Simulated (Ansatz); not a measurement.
C₂H₇NZn, SMILES `C[CH2][Zn][NH2]`. The species carries charge 0 and has multiplicity 1.

```xyz
11

C    -0.030   -0.741   -1.665
C     0.114   -1.058   -0.177
Zn    0.016    0.467    1.017
N    -0.060    1.825    2.231
H     0.751   -0.059   -2.014
H     0.035   -1.645   -2.280
H    -0.989   -0.268   -1.891
H     1.067   -1.564    0.010
H    -0.659   -1.770    0.132
H    -0.933    2.311    2.375
H     0.688    2.502    2.263
```

(1) List the harmonic frequencies (cm⁻¹, unscaled) at PBE0-D4/def2-TZVP in Ansatz. (An estimate is asked.)

(2) Is this a minimum?

(3) Give the ideal-gas thermochemistry at 298.15 K and 1 bar (rigid rotor, harmonic oscillator; point group Cs, symmetry number 1).

(4) And at 400, 500, 600, 800 and 1000 K?

Answers

(1) The calculation gave: 58, 103, 129, 236, 255, 338, 516, 608, 676, 711, 944, 971, 1037, 1216, 1258, 1406, 1448, 1492, 1500, 1560, 3029, 3039, 3074, 3090, 3110, 3571, 3663.

(2) Yes, all 27 modes are real.

(3) Zero-point energy 233.5 kJ/mol; H(298) − E = 254.9 kJ/mol; entropy 348.3 J/(mol·K), of which translation 167.5, rotation 106.4, vibration 74.3; G(298) − E = 151.0 kJ/mol. Modes under 100 cm⁻¹ are hindered rotations or soft bends, so the harmonic entropy is rough.

(4) 
| T (K) | H − E (kJ/mol) | S (J/mol/K) | G − E (kJ/mol) |
| --- | --- | --- | --- |
| 400 | 266.4 | 381.4 | 113.8 |
| 500 | 279.5 | 410.5 | 74.2 |
| 600 | 294.0 | 436.9 | 31.8 |
| 800 | 326.5 | 483.6 | -60.4 |
| 1000 | 362.8 | 524.0 | -161.2 |
